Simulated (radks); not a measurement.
These are the eigenvalues of the occupied orbitals of an atom or ion with whole-number occupations (hartree). Calculated with a radial shooting solver on a logarithmic mesh with Libxc functionals: scalar-relativistic Kohn-Sham, PBE, spin-unpolarised, spherical densities, point nucleus.

1s: -2715.708
2s: -473.4790
2p: -412.3096
3s: -110.6694
3p: -92.71194
3d: -72.66837
4s: -23.85294
4p: -17.96426
4d: -10.65751
5s: -3.99491
4f: -2.54008
5p: -2.50006
5d: -0.84243

Which element is it, and in what charge state? The configuration may be excited.

Answer. Z = 76, osmium, charge +2: Os2+ in [Xe] 4f14 5d6. The list shows which subshells hold electrons but not how many an open one holds; the 1s level, -2715.7 hartree, gives Z - s = 73.7 by -(Z - s)^2/2, which with screening and relativity narrows Z to a few neighbours, and the depths of the outer levels then fix element, charge and occupations together.
